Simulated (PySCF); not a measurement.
Species: C7H5ClO (charge -1 and doublet state).
Geometry (GFN2-xTB, Å), atoms numbered from 1 in this order:
```
atom  x, y, z in Å
O1     2.9097    1.4446    0.4847
C2     2.3240    0.4432    0.0083
C3     0.9396    0.1806    0.0044
C4     0.4048   -1.0075   -0.5779
C5    -0.9376   -1.2636   -0.5842
C6    -1.8169   -0.3425   -0.0077
Cl7   -3.5345   -0.6708   -0.0161
C8    -1.3407    0.8379    0.5758
C9     0.0008    1.0899    0.5804
H10    2.9415   -0.3527   -0.4763
H11    1.0901   -1.7187   -1.0235
H12   -1.3311   -2.1690   -1.0298
H13   -2.0434    1.5347    1.0157
H14    0.3930    1.9935    1.0244
```

The hyperfine couplings belong to this conformer and change with its torsions.

The species is `[O-][CH]C1=CC=C(Cl)C=C1` [radical] (charge -1).

Method used: UKS B3LYP, pcH-1 on C Cl H O, non-relativistic, mean-field spin-orbit, GIAO in PySCF. Whether the extra electron is bound in the gas phase wasn't checked; a finite basis holds it in any case. A GFN2-xTB geometry isn't a minimum of the functional, and hyperfine couplings can be far from their values at a DFT geometry, by a factor of two or more for some ions and for spin on atoms past the first row. No stability test was run, so a lower SCF solution isn't excluded.

**Question.** Break the g tensor into its mass correction, gauge correction and orbital-Zeeman/spin–orbit terms.

**Answer.** 
| Δg (ppm) | 1 | 2 | 3 |
| --- | --- | --- | --- |
| relativistic mass correction | -202 | -202 | -202 |
| gauge correction | -10 | 35 | 39 |
| orbital Zeeman/spin–orbit | -255 | 2828 | 3567 |
| total | -467 | 2661 | 3404 |

So g = 2.00185, 2.00498, 2.00572 and g_iso = 2.00419; the tensor is rhombic: the two nearest values differ by 19 % of g3 − g1. Axes: g1 is normal to the molecular plane and g2 points within 6° of the C5–C6 bond.

**Question.** How much does each term add to the isotropic shift?

**Answer.** The orbital-Zeeman/spin–orbit term 2047, the mass correction -202 and the gauge correction 21 ppm, for a total of 1866 ppm. The orbital-Zeeman/spin–orbit term is the largest in size. The mass correction is the same along every axis, so the anisotropy comes from the other two: their spans along these axes are 49 (gauge) and 3822 ppm (orbital Zeeman/spin–orbit).

**Question.** What effective moment and Curie constant follow for a powder?

**Answer.** With the mean of g² = 4.0168 and S(S+1) = 0.75: μ_eff = √(⟨g²⟩S(S+1)) = 1.736 μB and χT = 0.12505·⟨g²⟩·S(S+1) = 0.377 cm³ K/mol (cgs; spin-Hamiltonian part alone).

**Question.** At 9.557 GHz, how far is the centre of the isotropic spectrum from where a free electron (g = 2.002319) resonates?

**Answer.** B = hν/(g μB) with μB/h = 13.99624 MHz/mT gives 341.02 mT for the free electron and 340.70 mT at g_iso, 0.32 mT lower.

**Question.** In a frozen sample, at which fields do the three g values resonate at 9.5, 34, 94 and 263 GHz (hyperfine left aside), and which band first spreads them over more than twice a line width of 1.0 mT?

**Answer.** 
```
band    GHz  B(g3) mT  B(g2) mT  B(g1) mT  spread mT
   X    9.5    338.41    338.53    339.06       0.65
   Q   34.0   1211.15   1211.59   1213.49       2.34
   W   94.0   3348.46   3349.70   3354.94       6.47
   J  263.0   9368.57   9372.04   9386.68      18.11
```

The spread grows in proportion to the frequency. Q band is the first where it exceeds 2.0 mT.

The Mulliken spin populations are largest on C6 (+0.31), O1 (+0.24), C2 (+0.18) and C9 (+0.18). Four atoms exceed +0.15.

The HOMO–LUMO gaps are 2.66 eV among the α and 4.77 eV among the β orbitals.

The SMILES draws the unpaired electron on C2; the largest computed Mulliken spin population is on C6 (0.31 against 0.18).
